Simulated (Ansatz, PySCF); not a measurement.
Gas-phase reaction in SMILES: B=N (BNH2) [iminoborane] -> B=N (BNH2) as doublet, charge +1 + e-
Each molecule is optimised on its own at B3LYP-D3(BJ)/def2-TZVP (Ansatz, a quantum-chemistry and plane-wave program). A spin state is the lowest found, not a proven ground state.

Quantity: adiabatic ionisation energy (0 K, with B3LYP-D3(BJ) harmonic zero-point energies from PySCF), in eV. Correlated levels leave the core frozen unless marked. Open shells are spin-unrestricted. No spin-orbit coupling. Non-relativistic. CBS(X,Y): correlation extrapolated as X^-3; Hartree-Fock from the larger set.

CCSD(T)/CBS(def2-TZVPPD,def2-QZVPPD) (Ansatz) gives 11.27 eV.

Question: Another calculation gave 11.07 eV. Which level was it?
(A) SVWN5/def2-TZVPD (Ansatz)
(B) B3LYP/def2-TZVPD (Ansatz)
(C) PBE0/def2-TZVPD (Ansatz)
(D) BHLYP/def2-TZVPD (Ansatz)

Answer: C, PBE0/def2-TZVPD (Ansatz). The others give 11.64 (SVWN5), 11.18 (B3LYP), 10.82 (BHLYP) eV.
